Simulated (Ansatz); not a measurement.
A structure relaxed at PBE0-D4/def2-TZVP, charge 0, multiplicity 1:

Cartesian coordinates in Å:
```
B -1.0582 1.6700 -0.6180
N -0.8981 0.3972 -1.1729
Si -0.1006 -0.9648 -0.4262
Si 0.5335 -0.4331 1.7591
S 1.5945 -1.6217 -1.5582
H -0.6255 1.8820 0.4808
H -1.6164 2.5293 -1.2363
H -1.2541 0.2524 -2.1089
H -0.9872 -2.1566 -0.4937
H 1.0917 -1.6741 2.3600
H 1.5961 0.6068 1.7340
H -0.6065 0.0377 2.5878
H 2.3309 -0.5252 -1.3074
```

(1) Give its formula and SMILES.

(2) Point group (tolerance 0.08 Å, 0.16 Å for H)?

(3) Summarise the bond lengths by kind.

Answers

(1) BH8NSSi2, `BN[SiH]([SiH3])S`.

(2) C1.

(3) 1 × B–N 1.398 Å; 2 × B–H 1.197 to 1.200 Å; 1 × N–Si 1.746 Å; 1 × H–N 1.012 Å; 1 × Si–Si 2.337 Å; 1 × S–Si 2.142 Å; 4 × H–Si 1.486 to 1.488 Å; 1 × H–S 1.344 Å.

All numbers were calculated with Ansatz.
